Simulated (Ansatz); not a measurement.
Reaction (ligand exchange at the Si–S bond): `O[SiH](O)S[SiH](O)F` + `N[SiH](O)Cl` → `O[SiH](O)N[SiH](O)Cl` + `O[SiH](F)S`

Isolated molecules relaxed with PBE0-D4/def2-TZVP in Ansatz; ΔE leaves out vibrations. CCSD(T)/CBS adds triple-zeta CCSD(T) − MP2 to the extrapolated MP2 energy (def2 sets, frozen cores). Functionals use def2-TZVPP. Each species was taken in one conformer, which may not be the lowest.

`O[SiH](O)S[SiH](O)F`:

Cartesian coordinates in Å:
```
O -0.291 1.205 2.511
Si -0.440 0.738 0.955
O -1.414 -0.588 0.905
S 1.516 0.304 0.221
Si 0.966 -0.481 -1.690
O -0.312 -1.469 -1.603
F 0.645 0.740 -2.660
H 0.522 1.626 2.793
H -1.128 1.724 0.105
H -1.261 -1.256 1.579
H 2.122 -1.196 -2.252
H -0.925 -1.349 -0.864
```

`N[SiH](O)Cl`:

Z-matrix (Å, degrees):
```
Si
O 1 1.631
Cl 1 2.058 2 112.6
N 1 1.700 2 111.2 3 116.8
H 1 1.474 2 103.8 3 -116.0
H 2 0.960 1 116.7 3 -67.6
H 4 1.006 1 120.7 2 -147.4
H 4 1.007 1 121.4 2 60.6
```

`O[SiH](O)N[SiH](O)Cl`:

Z-matrix (Å, degrees):
```
Si
O 1 1.648
N 1 1.710 2 107.2
O 1 1.639 2 103.4 3 122.9
H 1 1.481 2 112.8 3 -117.9
H 2 0.960 1 115.6 3 -152.6
Si 3 1.721 1 128.4 2 37.2
H 3 1.011 1 114.8 2 -129.5
H 4 0.958 1 118.9 2 -177.7
O 7 1.622 3 108.9 1 -11.3
Cl 7 2.060 3 106.8 1 -133.9
H 7 1.473 3 114.9 1 109.8
H 10 0.967 7 114.8 3 -25.3
```

`O[SiH](F)S`:

Cartesian coordinates in Å:
```
O 0.316 0.722 1.466
Si -0.357 -0.093 0.233
F -0.045 -1.655 0.299
S 0.449 0.634 -1.592
H 1.268 0.834 1.476
H -1.813 0.062 0.373
H 0.181 -0.504 -2.255
```

| level | ΔE (kJ/mol) | difference from CCSD(T)/CBS |
| --- | --- | --- |
| PBE-D4 | 5.3 | 10.9 |
| r2SCAN-D4 | -1.1 | 4.5 |
| PBE0-D4 | 1.5 | 7.1 |
| PBE0 | 0.7 | 6.3 |
| HF/def2-TZVPP | -18.5 | -12.9 |
| MP2/def2-TZVPP | -5.1 | 0.5 |
| CCSD/def2-TZVPP | -12.8 | -7.2 |
| HF/CBS(def2) | -19.2 | -13.6 |
| MP2/CBS(def2) | -0.8 | 4.8 |
| CCSD/CBS(def2) | -8.4 | -2.8 |
| CCSD(T)/CBS | -5.6 | 0 |

Largest T1 diagnostic among the species: 0.012.

From PBE to PBE0 (25 % exact exchange), in def2-TZVPP and without D4, ΔE moves by −3.6 kJ/mol. In def2-TZVPP, CCSD(T) changes the Hartree–Fock value by +8.5 kJ/mol (the triples alone add +2.8 kJ/mol) and MP2 by +13.3 kJ/mol.
